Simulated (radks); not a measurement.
Question: Zr I, 40 electrons, occupied as [Kr] 4d2 5s2 (the NIST ground configuration). All-electron calculation, Dirac Kohn-Sham, B86b exchange with PBE correlation, spin-unpolarised, spherical densities, finite nucleus; open shells fill j = l - 1/2 first; Fermi nuclear charge, rms radius 4.2694 fm. Program: a radial shooting solver on a logarithmic mesh with Libxc functionals. Some entries of the table are withheld. Estimate them.

orbital  occ.  eigenvalue (eV)  <r^2> (bohr^2)  <1/r> (bohr^-1)
1s1/2       2        -17819.37        0.001852            41.26
2s1/2       2        -2468.520         0.03110            9.342
2p1/2       2        -2259.640         0.02360              (1)
2p3/2       4        -2173.758         0.02498              (2)
3s1/2       2        -404.5528          0.2409            3.161
3p1/2       2        -326.7862          0.2414            3.055
3p3/2       4        -313.1156          0.2524            2.959
3d3/2       4        -176.0416          0.2456            2.755
3d5/2       6        -173.5447          0.2493            2.730
4s1/2       2         -54.4358           1.669            1.119
4p1/2       2         -33.6132           2.088           0.9958
4p3/2       4         -31.8403           2.186           0.9692
5s1/2       2          -4.4455           15.86           0.3429
4d3/2       2          -3.6558           6.557           0.6002
4d5/2       0          -3.5275           6.734           0.5928
5p1/2       0          -1.5360           29.84              (3)
5p3/2       0          -1.4375           31.42              (4)

Answer: 
(1) 2p1/2 <1/r> (bohr^-1): 9.316
(2) 2p3/2 <1/r> (bohr^-1): 8.913
(3) 5p1/2 <1/r> (bohr^-1): 0.2513
(4) 5p3/2 <1/r> (bohr^-1): 0.2447
